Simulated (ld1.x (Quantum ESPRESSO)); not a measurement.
**Ag PAW: all-electron and pseudo phase curves**

* Element: silver
* Generator: ld1.x (Quantum ESPRESSO) 7.5
* Type: PAW
* Functional: revPBE
* Relativity: scalar-relativistic
* Frozen core: [Ar] 3d10 4s2
* Valence charge: 17
* Reference configuration: 4p6 4d10 5s0.5 5p0.5
* Partial waves: 5s (bound): rcut 1.75, rcutus 2.25 bohr; 5s channel at 0.2 Ry: rcut 1.75, rcutus 2.25 bohr; 4p (bound): rcut 1.50, rcutus 1.65 bohr; 5p (bound): rcut 1.50, rcutus 1.65 bohr; 4d (bound): rcut 1.60, rcutus 2.20 bohr; 4d channel at 0.5 Ry: rcut 1.60, rcutus 2.20 bohr
* Local potential: all-electron potential smoothed inside 2.15 bohr (lloc = -2)
* Core correction: Bessel-smoothed model core, default radius (core density twice the valence density)
* Augmentation charge: PSQ, inside the norm-conserving radii

The phase is arctan(r·u′/u) with u = r·R(r), unwrapped; energies in Ry, scanned from -6 to 5 Ry. A pole is an energy at which the radial function vanishes at the test radius. The pseudo phase is shifted by a multiple of π to meet the all-electron one at the reference energy, and phase errors are pseudo minus all-electron; the curves can meet again beyond the range given. Levels narrower than the energy grid can be missing from the lists of poles.

```tsv
channel	radius (bohr)	reference energy (Ry)	poles, all-electron	poles, pseudo	unbroken range about the reference energy with phases within 0.05 rad	phase error 1 Ry above the reference energy (rad)
s	2.44	-0.37	2.40	2.35, 4.05	below 3.3	-0.000
p	2.44	-0.09	-4.34, 3.80	-4.34, 3.83	the whole range	+0.001
d	2.44	-0.62	-0.32	-0.32	the whole range	+0.000
```

Phases in the p channel:

```tsv
E (Ry)	all-electron	pseudo
-6.00	1.389	1.389
-5.74	1.382	1.382
-5.48	1.375	1.375
-5.22	1.365	1.365
-4.96	1.350	1.350
-4.70	1.315	1.315
-4.44	0.637	0.637
-4.18	-1.710	-1.710
-3.92	-1.753	-1.753
-3.66	-1.772	-1.772
-3.40	-1.787	-1.787
-3.14	-1.800	-1.800
-2.88	-1.814	-1.814
-2.62	-1.829	-1.829
-2.36	-1.845	-1.845
-2.10	-1.864	-1.864
-1.84	-1.886	-1.886
-1.58	-1.912	-1.912
-1.32	-1.944	-1.944
-1.06	-1.985	-1.985
-0.80	-2.038	-2.038
-0.54	-2.111	-2.111
-0.28	-2.216	-2.216
-0.02	-2.376	-2.376
0.24	-2.631	-2.631
0.50	-3.027	-3.027
0.76	-3.508	-3.507
1.02	-3.902	-3.901
1.28	-4.156	-4.154
1.54	-4.315	-4.314
1.80	-4.420	-4.419
2.06	-4.494	-4.492
2.32	-4.548	-4.547
2.58	-4.590	-4.589
2.84	-4.625	-4.623
3.10	-4.653	-4.651
3.36	-4.677	-4.676
3.62	-4.699	-4.697
3.88	-4.718	-4.716
4.14	-4.736	-4.734
4.40	-4.753	-4.750
4.66	-4.770	-4.766
4.92	-4.786	-4.782
```
